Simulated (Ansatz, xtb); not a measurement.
**AlB2FH2: where a starting geometry ends**

The starting geometry of this gas-phase singlet was built from a drawn formula by distance geometry and a force field; its bonds are those of `B[B](F)[Al]`.

```yaml
atoms:
  - { symbol: Al, position_ang: [-1.8454, -3.4267, 0.3691] }
  - { symbol: B, position_ang: [-1.4276, -0.4291, -0.8421] }
  - { symbol: B, position_ang: [-1.3399, -1.3668, 0.5165] }
  - { symbol: F, position_ang: [-0.9719, -0.8323, 1.7357] }
  - { symbol: H, position_ang: [-1.0703, 0.7361, -0.7769] }
  - { symbol: H, position_ang: [-1.6615, -0.8874, -1.8768] }
```

Question: Predict what it relaxes into with r2SCAN-D4/def2-SVP.

Answer: It rearranges, giving a structure given below by its coordinates. Contacts that open: Al1–B3 (2.13 → 2.97 Å). Contacts that close: Al1–B2 (3.26 → 2.15 Å).

The energy falls by 1.91 eV over 19 steps:

```
step  E − E(last) (eV)
   1             1.912
   3             1.567
   5             1.254
   7             0.986
   9             0.811
  11             0.535
  13             0.109
  15             0.022
  17             0.000
  19             0.000
```

Final geometry (Å):

```xyz
6

Al   -1.0005   -2.8714   -0.9071
B    -1.3622   -0.7756   -0.6103
B    -1.5963   -0.5851    0.9006
F    -1.7652   -0.6213    2.1751
H    -0.2648   -0.5181   -1.0779
H    -2.3275   -0.8348   -1.3548
```

From the same start GFN2-xTB ends elsewhere, differing in Al1–B2 (3.44 against 2.15 Å here), Al1–B3 (1.93 against 2.97 Å here), Al1–F4 (1.67 against 3.89 Å here), B3–F4 (3.59 against 1.29 Å here).

No frequencies were run, so the end isn't proven a minimum. Run with Ansatz 0.2.0, 68 s on 1 thread of Intel(R) Xeon(R) Processor @ 2.50GHz (Skylake/Cascade Lake) (shared host).
